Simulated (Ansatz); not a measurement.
`CC1=C(I)C1` + H₂ → `IC1=CC1` + CH₄ at 400 K and 1 bar (hydrogenolysis of a C–C bond).

Calculated with Ansatz (gas phase, PBE0-D4/def2-TZVP geometries, no zero-point term in ΔE). CCSD(T)/CBS adds triple-zeta CCSD(T) − MP2 to the extrapolated MP2 energy (def2 sets, frozen cores). This one scheme is used for every species. def2 core potentials past Kr. For I outer-core shells are correlated without core-valence functions, which leaves a few kJ/mol of doubt a bond.

```tsv
species	CCSD(T)/CBS energy (Eh)	H − E (kJ/mol)	S (J/(mol·K))
`CC1=C(I)C1`	-452.56921	226.3	368.0
H₂	-1.17544	38.0	139.0
`IC1=CC1`	-413.29872	145.2	323.2
CH₄	-40.46206	131.3	197.2
```

H − E and S are ideal-gas, rigid-rotor, harmonic terms from PBE0-D4/def2-TZVP. The MP2-based limit puts H₂ 0.8 mEh under its directly extrapolated value; such offsets cancel only in part. 1 Eh = 2625.50 kJ/mol, R = 8.31446 J/(mol·K).

Q: By hand: ΔE, ΔH, ΔS and ΔG.

A: ΔE = (-413.29872) + (-40.46206) − (-452.56921) − (-1.17544) = -0.01613 Eh = -42.3 kJ/mol. Δ(H − E) = 145.2 + 131.3 − 226.3 − 38.0 = 12.2, so ΔH = -30.1 kJ/mol. ΔS = 323.2 + 197.2 − 368.0 − 139.0 = 13.4 J/(mol·K). ΔG = -30.1 − 400 × (13.4)/1000 = -35.5 kJ/mol.

Q: By hand: the equilibrium constant, and the temperature at which ΔG would vanish if ΔH and ΔS stayed fixed.

A: log₁₀ K = −ΔG/(RT ln 10) = 4.6. ΔH and −TΔS have one sign here, so there is no such temperature.

The number of gas molecules stays the same, so ΔS is small and ΔH decides. A doubt of 5 kJ/mol in ΔE shifts log₁₀ K by 0.7 here. These are equilibria of isolated gas molecules and say nothing of rates. Largest T1 diagnostic: 0.010 (customary marks: 0.02 for closed shells, 0.045 for open ones).
